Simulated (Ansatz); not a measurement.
`BCC[SiH2]Cl` + `O[SiH2][AlH2]` → `BCO[SiH2][AlH2]` + `C[SiH2]Cl`  (substitution at a C–C bond)

Program: Ansatz. Geometries: PBE0-D4/def2-TZVP. ΔE: electronic, gas phase. CBS: MP2 limit from def2 TZ/QZ plus the TZ coupled-cluster correction, frozen cores. Functionals use def2-TZVPP. B3LYP here is the variant with VWN-RPA as its local correlation; programs differ in this. Each species was taken in one conformer, which may not be the lowest.

`BCC[SiH2]Cl`:

Cartesian coordinates in Å:
```
B 1.572 -1.459 -0.788
C 0.606 -0.680 0.139
C -0.477 0.189 -0.504
Si -1.396 1.280 0.695
Cl -0.049 2.530 1.636
H 1.682 -1.178 -1.949
H 2.273 -2.317 -0.333
H 0.194 -1.327 0.923
H 1.316 -0.039 0.700
H -0.045 0.823 -1.286
H -1.222 -0.439 -1.008
H -2.057 0.480 1.757
H -2.398 2.138 0.017
```

`O[SiH2][AlH2]`:

```xyz
8

O     1.072   -1.414   -0.556
Si   -0.358   -0.639   -0.223
Al    0.130    1.629    0.595
H     1.014   -2.313   -0.885
H    -1.228   -0.599   -1.443
H    -1.154   -1.416    0.781
H    -1.090    2.579    0.968
H     1.612    2.173    0.764
```

`BCO[SiH2][AlH2]`:

Z-matrix (Å, degrees):
```
C
O 1 1.415
B 1 1.550 2 117.9
H 1 1.103 2 107.7 3 120.1
H 1 1.107 2 111.5 3 -127.8
Si 2 1.654 1 121.5 3 82.4
H 3 1.197 1 117.6 2 178.1
H 3 1.195 1 122.3 2 -0.8
Al 6 2.473 2 113.0 1 62.4
H 6 1.501 2 110.2 1 -60.2
H 6 1.489 2 105.3 1 -175.2
H 9 1.591 6 120.1 2 167.0
H 9 1.592 6 121.6 2 -13.4
```

`C[SiH2]Cl`:

```xyz
8

C     0.503   -0.623    0.617
Si   -0.437    0.414   -0.604
Cl   -0.604    2.342    0.108
H     0.593   -1.648    0.246
H    -0.011   -0.649    1.579
H     1.507   -0.223    0.772
H    -1.814   -0.100   -0.808
H     0.262    0.487   -1.910
```

```json
{"level": "PBE-D4", "ΔE (kJ/mol)": "39.4", "difference from CCSD(T)/CBS": "-8.5"}
{"level": "r2SCAN-D4", "ΔE (kJ/mol)": "39.0", "difference from CCSD(T)/CBS": "-8.9"}
{"level": "PBE0-D4", "ΔE (kJ/mol)": "43.1", "difference from CCSD(T)/CBS": "-4.8"}
{"level": "B3LYP-D4", "ΔE (kJ/mol)": "36.8", "difference from CCSD(T)/CBS": "-11.1"}
{"level": "ωB97X-V", "ΔE (kJ/mol)": "40.7", "difference from CCSD(T)/CBS": "-7.2"}
{"level": "ωB97M-V", "ΔE (kJ/mol)": "42.7", "difference from CCSD(T)/CBS": "-5.2"}
{"level": "B2PLYP", "ΔE (kJ/mol)": "41.3", "difference from CCSD(T)/CBS": "-6.6"}
{"level": "r2SCAN", "ΔE (kJ/mol)": "38.9", "difference from CCSD(T)/CBS": "-9.0"}
{"level": "PBE0", "ΔE (kJ/mol)": "42.9", "difference from CCSD(T)/CBS": "-5.0"}
{"level": "HF/def2-TZVPP", "ΔE (kJ/mol)": "37.4", "difference from CCSD(T)/CBS": "-10.5"}
{"level": "MP2/def2-TZVPP", "ΔE (kJ/mol)": "51.8", "difference from CCSD(T)/CBS": "3.9"}
{"level": "SCS-MP2/def2-TZVPP", "ΔE (kJ/mol)": "47.3", "difference from CCSD(T)/CBS": "-0.6"}
{"level": "CCSD/def2-TZVPP", "ΔE (kJ/mol)": "45.5", "difference from CCSD(T)/CBS": "-2.4"}
{"level": "HF/def2-QZVPP", "ΔE (kJ/mol)": "37.1", "difference from CCSD(T)/CBS": "-10.8"}
{"level": "MP2/def2-QZVPP", "ΔE (kJ/mol)": "53.2", "difference from CCSD(T)/CBS": "5.3"}
{"level": "HF/CBS(def2)", "ΔE (kJ/mol)": "37.1", "difference from CCSD(T)/CBS": "-10.8"}
{"level": "CCSD(T)/CBS", "ΔE (kJ/mol)": "47.9", "difference from CCSD(T)/CBS": "0"}
```

Largest T1 diagnostic among the species: 0.012.

From PBE to PBE0 (25 % exact exchange), in def2-TZVPP and without D4, ΔE moves by +3.8 kJ/mol. In def2-TZVPP, CCSD(T) changes the Hartree–Fock value by +8.1 kJ/mol (the triples alone add −0.0 kJ/mol) and MP2 by +14.5 kJ/mol.
